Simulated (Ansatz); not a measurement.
Species: difluoro(methyl)borane, CH₃BF₂, charge 0, multiplicity 1. 
Structure (B3LYP-D3(BJ)/def2-TZVP (Ansatz, a quantum-chemistry and plane-wave program) minimum search):
SMILES: FB(F)C
```xyz
7

B      0.0771     0.0120    -0.0053
F      0.7240     1.1667    -0.0994
F      0.8362    -1.0778    -0.0117
C     -1.4736    -0.0795     0.1049
H     -1.9551     0.8969     0.1082
H     -1.7559    -0.6147     1.0156
H     -1.8749    -0.6658    -0.7265
```

Quantity: vertical triplet-singlet gap (E(triplet) - E(singlet); each state is the SCF solution reached for its spin), in eV. Cores are frozen in the correlated levels unless marked. Open shells are spin-unrestricted. No spin-orbit coupling. Non-relativistic. Basis-set limits of correlation are two-point, X^-3; Hartree-Fock from the larger set. [CCSD(T)-MP2]/basis is that difference in the basis named.

RI-MP2/CBS(aug-cc-pVTZ,aug-cc-pVQZ)+[CCSD(T)-MP2]/aug-cc-pVTZ (Ansatz) gives 8.54 eV.

Problem. Another calculation gave 7.89 eV. Which level was it?
A. wB97X-V/def2-TZVPD (Ansatz)
B. r2SCAN/def2-TZVPD (Ansatz)
C. PBE/def2-TZVPD (Ansatz)
D. PBE0/def2-TZVPD (Ansatz)

Solution. D, PBE0/def2-TZVPD (Ansatz). The others give 7.66 (r2SCAN), 8.30 (wB97X-V), 7.50 (PBE) eV.
